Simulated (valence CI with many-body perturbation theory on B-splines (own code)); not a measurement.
Forbidden lines of Hg³⁹⁺

Calculated by configuration interaction combined with many-body perturbation theory (CI+MBPT): five valence electrons over a frozen Dirac-Fock core [Kr], radial functions for each j: 7 s, 7 p, 8 d, 6 f, 4 g, 1 h, with the one-electron correlation potential Σ1, the two-electron term Σ2, the three-electron term Σ3, Breit, model QED; selected CI, second order for the rest, scaled by the run's own slope (own B-spline code, finite nucleus).

The last digits are not significant, and no measured levels were compared; by estimate large intervals hold to a few tenths of a per cent, small ones and those within an open d or f shell to about a per cent. The list stops below the first excitations out of the core.

Lines 1 to 50 of 120 in falling wavelength, among levels below 1163200 cm⁻¹, chosen from the decays that carry over 1 % of a level's rate. Wavelengths and rates use the calculated energies. Electric multipoles are in the length gauge, E1 and E2 with the static RPA response of the core. Weak lines are less certain than strong ones. Lines between different terms over intervals too small for the method are left out, as are lines whose strength nearly cancels. Branching is blank where the lifetime is uncertain.

Levels are named by their leading jj configuration (3d3/2^4 stands for four electrons in 3d with j = 3/2), which in mixed levels can hold well under half, so a name can repeat and another be missing. Letters in brackets count levels of one name in rising energy.

| λ vac (nm) | Upper | Lower | Type | A (s⁻¹) | Branch % |
| --- | --- | --- | --- | --- | --- |
| 1141 | (4d3/2^3 4d5/2^2) J=11/2 | (4d3/2^3 4d5/2^2) J=7/2 [a] | E2 | 3.08e-07 |  |
| 664.2 | (4d3/2^3 4d5/2^2) J=9/2 | (4d3/2^3 4d5/2^2) J=11/2 | M1 | 2.86e+01 | 14.0 |
| 419.8 | (4d3/2^3 4d5/2^2) J=9/2 | (4d3/2^3 4d5/2^2) J=7/2 [a] | M1 | 1.32e+02 | 64.7 |
| 336.7 | (4d3/2^3 4d5/2^2) J=5/2 [b] | (4d3/2^3 4d5/2^2) J=3/2 [a] | M1 | 2.02e+02 | 2.9 |
| 251.1 | (4d3/2^3 4d5/2^2) J=1/2 | (4d3/2^3 4d5/2^2) J=3/2 [a] | M1 | 1.43e+03 | 90.8 |
| 199.0 | (4d3/2^3 4d5/2^2) J=7/2 [b] | (4d3/2^3 4d5/2^2) J=7/2 [a] | M1 | 2.54e+02 | 5.0 |
| 173.0 | (4d3/2^2 4d5/2^3) J=1/2 [b] | (4d3/2^2 4d5/2^3) J=3/2 [a] | M1 | 2.27e+03 | 1.1 |
| 164.2 | (4d3/2^3 4d5/2^2) J=3/2 [b] | (4d3/2^3 4d5/2^2) J=1/2 | M1 | 2.40e+02 | 1.0 |
| 155.6 | (4d3/2^2 4d5/2^3) J=9/2 [c] | (4d3/2^2 4d5/2^3) J=9/2 [b] | M1 | 1.66e+03 | 2.1 |
| 140.8 | (4d3/2^3 4d5/2^2) J=3/2 [b] | (4d3/2^3 4d5/2^2) J=5/2 [b] | M1 | 7.14e+02 | 3.1 |
| 131.4 | (4d3/2^3 4d5/2^2) J=5/2 [b] | (4d3/2^3 4d5/2^2) J=5/2 [a] | M1 | 3.60e+03 | 51.9 |
| 127.1 | (4d3/2^2 4d5/2^3) J=3/2 [c] | (4d3/2^2 4d5/2^3) J=1/2 [b] | M1 | 1.22e+03 |  |
| 99.49 | (4d3/2^2 4d5/2^3) J=3/2 [c] | (4d3/2^2 4d5/2^3) J=5/2 [c] | M1 | 3.27e+03 |  |
| 99.28 | (4d3/2^3 4d5/2^2) J=3/2 [b] | (4d3/2^3 4d5/2^2) J=3/2 [a] | M1 | 2.06e+03 | 8.9 |
| 86.72 | (4d3/2^2 4d5/2^3) J=1/2 [a] | (4d3/2^3 4d5/2^2) J=3/2 [b] | M1 | 1.21e+04 | 4.6 |
| 81.25 | (4d3/2^2 4d5/2^3) J=3/2 [a] | (4d3/2^3 4d5/2^2) J=3/2 [b] | M1 | 5.55e+03 | 1.4 |
| 79.11 | (4d3/2^2 4d5/2^3) J=5/2 [b] | (4d3/2^3 4d5/2^2) J=3/2 [b] | M1 | 8.11e+03 | 3.8 |
| 68.68 | (4d3/2^2 4d5/2^3) J=5/2 [d] | (4d3/2^2 4d5/2^3) J=5/2 [b] | M1 | 6.91e+03 | 4.2 |
| 67.98 | (4d3/2^3 4d5/2^2) J=3/2 [b] | (4d3/2^3 4d5/2^2) J=5/2 [a] | M1 | 1.69e+03 | 7.3 |
| 62.88 | (4d3/2^2 4d5/2^3) J=5/2 [c] | (4d3/2^3 4d5/2^2) J=3/2 [b] | M1 | 4.46e+04 | 16.7 |
| 62.66 | (4d3/2^2 4d5/2^3) J=9/2 [a] | (4d3/2^3 4d5/2^2) J=7/2 [b] | M1 | 1.76e+04 | 12.3 |
| 60.86 | (4d3/2^2 4d5/2^3) J=7/2 [a] | (4d3/2^3 4d5/2^2) J=5/2 [b] | M1 | 3.28e+04 | 15.4 |
| 60.67 | (4d3/2^2 4d5/2^3) J=5/2 [a] | (4d3/2^3 4d5/2^2) J=3/2 [a] | M1 | 6.41e+03 | 1.6 |
| 58.89 | (4d3/2^2 4d5/2^3) J=5/2 [a] | (4d3/2^3 4d5/2^2) J=7/2 [a] | M1 | 2.64e+04 | 6.8 |
| 58.01 | (4d3/2^3 4d5/2^2) J=5/2 [a] | (4d3/2^4 4d5/2) J=5/2 | M1 | 1.76e+05 | 100.0 |
| 57.08 | (4d3/2^2 4d5/2^3) J=7/2 [a] | (4d3/2^3 4d5/2^2) J=9/2 | M1 | 4.83e+04 | 22.6 |
| 56.75 | (4d3/2^2 4d5/2^3) J=1/2 [a] | (4d3/2^3 4d5/2^2) J=1/2 | M1 | 7.99e+04 | 30.0 |
| 55.95 | (4d3/2^2 4d5/2^3) J=5/2 [d] | (4d3/2^2 4d5/2^3) J=7/2 [a] | M1 | 1.27e+04 | 7.7 |
| 55.30 | (4d3/2^2 4d5/2^3) J=11/2 | (4d3/2^3 4d5/2^2) J=9/2 | M1 | 2.09e+04 | 14.5 |
| 55.28 | (4d3/2^2 4d5/2^3) J=1/2 [b] | (4d3/2^3 4d5/2^2) J=3/2 [b] | M1 | 4.16e+03 | 2.0 |
| 55.19 | (4d3/2 4d5/2^4) J=7/2 [a] | (4d3/2^2 4d5/2^3) J=5/2 [c] | M1 | 3.28e+04 | 7.7 |
| 54.98 | (4d3/2^2 4d5/2^3) J=5/2 [b] | (4d3/2^3 4d5/2^2) J=7/2 [b] | M1 | 2.22e+04 | 10.5 |
| 54.36 | (4d3/2^2 4d5/2^3) J=3/2 [a] | (4d3/2^3 4d5/2^2) J=1/2 | M1 | 1.69e+04 | 4.3 |
| 53.76 | (4d3/2^2 4d5/2^3) J=9/2 [a] | (4d3/2^3 4d5/2^2) J=9/2 | M1 | 1.59e+03 | 1.1 |
| 53.55 | (4d3/2 4d5/2^4) J=5/2 [a] | (4d3/2^2 4d5/2^3) J=3/2 [a] | M1 | 4.12e+04 | 6.7 |
| 53.43 | (4d3/2 4d5/2^4) J=9/2 | (4d3/2^2 4d5/2^3) J=7/2 [c] | M1 | 2.83e+04 | 9.4 |
| 52.46 | (4d3/2 4d5/2^4) J=3/2 [a] | (4d3/2^2 4d5/2^3) J=5/2 [c] | M1 | 3.78e+04 | 7.1 |
| 51.99 | (4d3/2 4d5/2^4) J=7/2 [a] | (4d3/2^2 4d5/2^3) J=9/2 [b] | M1 | 3.16e+04 | 7.4 |
| 51.52 | (4d3/2^2 4d5/2^3) J=3/2 [a] | (4d3/2^3 4d5/2^2) J=5/2 [b] | M1 | 6.57e+04 | 16.9 |
| 51.05 | (4d3/2^2 4d5/2^3) J=11/2 | (4d3/2^3 4d5/2^2) J=11/2 | M1 | 1.24e+05 | 85.5 |
| 50.65 | (4d3/2^2 4d5/2^3) J=5/2 [b] | (4d3/2^3 4d5/2^2) J=5/2 [b] | M1 | 7.86e+04 | 37.2 |
| 50.25 | (4d3/2^2 4d5/2^3) J=7/2 [a] | (4d3/2^3 4d5/2^2) J=7/2 [a] | M1 | 7.72e+04 | 36.2 |
| 49.74 | (4d3/2^2 4d5/2^3) J=9/2 [a] | (4d3/2^3 4d5/2^2) J=11/2 | M1 | 4.84e+04 | 33.7 |
| 49.52 | (4d3/2 4d5/2^4) J=11/2 | (4d3/2^2 4d5/2^3) J=9/2 [b] | M1 | 2.91e+04 | 8.5 |
| 49.18 | (4d3/2^2 4d5/2^3) J=9/2 [b] | (4d3/2^3 4d5/2^2) J=7/2 [b] | M1 | 2.29e+04 | 8.8 |
| 48.09 | (4d3/2^2 4d5/2^3) J=5/2 [d] | (4d3/2^2 4d5/2^3) J=5/2 [a] | M1 | 4.64e+03 | 2.8 |
| 47.66 | (4d3/2^2 4d5/2^3) J=9/2 [a] | (4d3/2^3 4d5/2^2) J=7/2 [a] | M1 | 7.57e+04 | 52.8 |
| 47.65 | (4d3/2^2 4d5/2^3) J=7/2 [b] | (4d3/2^3 4d5/2^2) J=7/2 [b] | M1 | 2.56e+04 | 33.6 |
| 47.35 | (4d3/2^2 4d5/2^3) J=5/2 [a] | (4d3/2^3 4d5/2^2) J=5/2 [a] | M1 | 3.56e+05 | 91.3 |
| 46.78 | (4d3/2^3 4d5/2^2) J=7/2 [a] | (4d3/2^4 4d5/2) J=5/2 | M1 | 8.81e+04 | 99.2 |
